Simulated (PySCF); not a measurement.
CH5O5PSi

The system: CH5O5PSi, a carbene (divalent C1, bonded to 2 O); neutral, singlet. The structure, one conformer, was relaxed in the gas phase by PBE0-D3(BJ)/def2-SVP. No frequency run checks that it is a minimum.

SMILES: O=P(O)(O)O[C]O[SiH3]

Coordinates in Å:
```
C1      0.883   -0.886    0.753
O2      0.859   -0.149   -0.331
Si3     2.324   -0.156   -1.243
O4     -0.292   -0.803    1.365
P5     -1.646    0.064    0.947
O6     -2.725   -0.119    1.929
O7     -1.105    1.562    0.772
O8     -1.960   -0.423   -0.546
H9      2.019    0.722   -2.401
H10     2.618   -1.544   -1.681
H11     3.416    0.408   -0.410
H12    -1.541    2.131    1.421
H13    -2.841   -0.822   -0.570
```

Shieldings: GIAO PBE0/pcSseg-1. Shifts are against computed references at the same level: C TMS (σ 184.4 ppm), H TMS (σ 31.27 ppm), Si TMS (σ 352.0 ppm). Core levels by delta-SCF with SCAN, pcX-2 on the ionised atom and pcseg-1 elsewhere, spin-free X2C (2p3/2 is the spin-free 2p value less a third of a first-order spin-orbit splitting); from the vacuum level, for chosen atoms.

**Question.** Give the shieldings and core levels atom by atom.

**Answer.** 
```tsv
atoms	bonded to	σ (ppm)	δ (ppm)	core level (eV)
C1	2 O	-138.8	323.2	-
O2	1 C + 1 Si	-20.8	-	1s 539.48
Si3	1 O + 3 H	373.1	-21.1	2p3/2 108.25
O4	1 C + 1 P	-7.5	-	1s 539.80
P5	4 O	318.6	-	2p3/2 140.46
O6	1 P	168.7	-	-
O7 O8	1 P + 1 H	214.2	-	-
H9 H10 H11	1 Si	26.09	5.18	-
H12	1 O	27.73	3.54	-
H13	1 O	27.72	3.55	-
```

Values are those of this one static structure, with the three H of a rotating XH3 group averaged; atoms that internal rotation interchanges would show their mean in an NMR spectrum.

Core levels of C1 are left out, their hole states being strongly spin-contaminated.

**Question.** Which of O2, O4 holds its core electrons tightest, and by how much against the loosest?

**Answer.** O4 (bonded to 1 C + 1 P), by 0.32 eV over O2 (bonded to 1 C + 1 Si).

**Question.** By CAM-B3LYP/def2-SVPD (TDDFT singlets, Tamm-Dancoff triplets, ionisation by delta-SCF), where does absorption start, and what does vertical ionisation take?

**Answer.** The lowest singlet lies at 4.32 eV (f 0.014), the strongest of the first 6 at 6.84 eV (f 0.080), the lowest triplet at 2.51 eV; vertical ionisation takes 9.48 eV.
